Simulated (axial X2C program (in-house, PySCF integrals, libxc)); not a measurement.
## AlGa along the bond: PBE0, with spin–orbit coupling

Computed with an axial X2C code built on PySCF integrals. Two-component (2c) means X2C with spin–orbit coupling and atomic mean-field two-electron Coulomb terms, the Gaunt term switched off. Basis: Ga dyall-v3z [9s9p7d1f], Al dyall-v3z [8s8p2d1f] (cores contracted in-house); Gaussian nuclei, density fitting, unrestricted open shells. Masses: Ga 68.926 u, Al 26.982 u.

State: Ω = 1 (⟨Sz⟩ = 1.00, ⟨Lz⟩ = 0.00 at PBE0). Dipoles are positive if Al is the positive end.

Results along the bond:

```json
{"R (Å)": "2.139", "μ (D)": "0.073", "HOMO (eV)": "-5.16", "LUMO (eV)": "-2.89"}
{"R (Å)": "2.237", "μ (D)": "0.070", "HOMO (eV)": "-5.02", "LUMO (eV)": "-2.96"}
{"R (Å)": "2.311", "μ (D)": "0.060", "HOMO (eV)": "-4.92", "LUMO (eV)": "-3.01"}
{"R (Å)": "2.384", "μ (D)": "0.045", "HOMO (eV)": "-4.84", "LUMO (eV)": "-3.04"}
{"R (Å)": "2.458", "μ (D)": "0.025", "HOMO (eV)": "-4.75", "LUMO (eV)": "-3.07"}
{"R (Å)": "2.544", "μ (D)": "-0.003", "HOMO (eV)": "-4.66", "LUMO (eV)": "-3.10"}
{"R (Å)": "2.630", "μ (D)": "-0.036", "HOMO (eV)": "-4.58", "LUMO (eV)": "-3.11"}
{"R (Å)": "2.741", "μ (D)": "-0.084", "HOMO (eV)": "-4.47", "LUMO (eV)": "-3.09"}
{"R (Å)": "3.072", "μ (D)": "-0.272", "HOMO (eV)": "-4.23", "LUMO (eV)": "-3.09"}
```

Density functionals use the spin component along the axis (collinear). The state is one determinant with fixed occupations, lowest in a PBE0 search at one distance only: followed along the bond, the spin-free determinant M_S = 1, Λ = 1 reaches 0.03 eV lower at PBE0, at Re = 2.710 Å, so the state shown is not the lowest. With several unpaired electrons one determinant need not be a pure state. Open-shell Ω = 0 determinants with evenly filled partner blocks cannot be reached by this program, so the Ω shown need not be the lowest component. This is the Ω = 1 component of a π² triplet; the 0⁺ component is not one determinant and can lie lowest. Some points did not converge and are left out.
